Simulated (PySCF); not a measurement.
# Radial density of Os (osmium, neutral)

BHandHLYP, [Xe] 4f14 5d6 6s2, high-spin 5D determinant. Computed with PySCF 2.14 in aug-cc-pVQZ-PP with ECP60MDF (7s7p6d4f3g2h, 135 functions), with a scalar-relativistic core potential. This is the valence pseudo-density: the core potential removes the inner electrons and smooths the orbitals near the nucleus.

```csv
r (bohr),4πr²ρ (e/bohr),4πr²(ρα − ρβ)
0.136,2.218e-05,0.0000
0.230,0.0008053,0.0002
0.386,0.09027,0.0068
0.649,4.371,0.2960
1.09,12.74,2.3541
1.84,4.996,2.1172
3.09,1.299,0.3535
5.20,0.1468,-0.0091
8.74,0.002129,-0.0008
```

Energies and moments cover only the electrons outside the core potential. Spin-orbit coupling, absent here, splits the open shell strongly.

Where is the radial spin density 4πr²(ρα − ρβ) most negative, and why is it negative at all?

Around r = 5.20 bohr, down to -0.0091 e/bohr: exchange with the open shell polarises the paired shells in an unrestricted calculation.
